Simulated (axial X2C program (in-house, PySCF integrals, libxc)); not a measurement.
# Worked dissociation energy of NiP: CCSD, scalar-relativistic

Calculated with an in-house all-electron X2C program for linear molecules (integrals from PySCF). Spin-free means the one-electron spin-free X2C Hamiltonian. Basis: Ni dyall-cv3z [9s9p6d3f2g], P dyall-v3z [8s7p2d1f] (cores contracted in-house); Gaussian nuclei, density fitting, unrestricted open shells. Masses: Ni 57.935 u, P 30.974 u.

Molecular state: M_S = 3/2, Λ = 2 (beyond evenly filled blocks: π+α, π-α, δ+α, δ+β, δ-α).

Correlated methods: 15 electrons correlated (number of frozen shells: Ni 3 s, 2 p; P 2 s, 1 p), 219 virtual spin orbitals or spinors in MP2, 90 natural virtuals in coupled cluster.

| Property | Result |
| --- | --- |
| E(Ni) (2M_S = 2, M_L = 3) | -1519.460999 hartree |
| E(P) (2M_S = 3, M_L = 0) | -341.638602 hartree |
| E(NiP) at Re | -1861.158531 hartree |
| ωe | 387.7 cm⁻¹ |
| ωexe | 1.66 cm⁻¹ |

Work out De and D0.

De = -1519.460999 + (-341.638602) − (-1861.158531) = 0.05893 hartree = 1.604 eV. The zero-point energy is ωe/2 − ωexe/4 = 193 cm⁻¹ = 0.024 eV, so D0 = 1.580 eV.

One determinant describes the state; a PBE0 search over occupations chose it and may have missed a lower one. De is counted from the lowest determinant-based energies of the atoms at the same level, without counterpoise correction. CCSD ran in a truncated set of natural virtual spinors with an MP2 remainder; without triples it tends to underbind. Other states lie close and PBE0, whose exact exchange favours high spin, may order them wrongly; the determinant shown need not be the ground state. The nearest other spin-free determinant of the search, M_S = 3/2, Λ = 0, lies 0.06 eV up at the distance of the search. The T1 diagnostic is large, a sign of multireference character.

Each atomic determinant is the lowest at this level and need not be a pure term. Totals compare only within one Hamiltonian and basis.
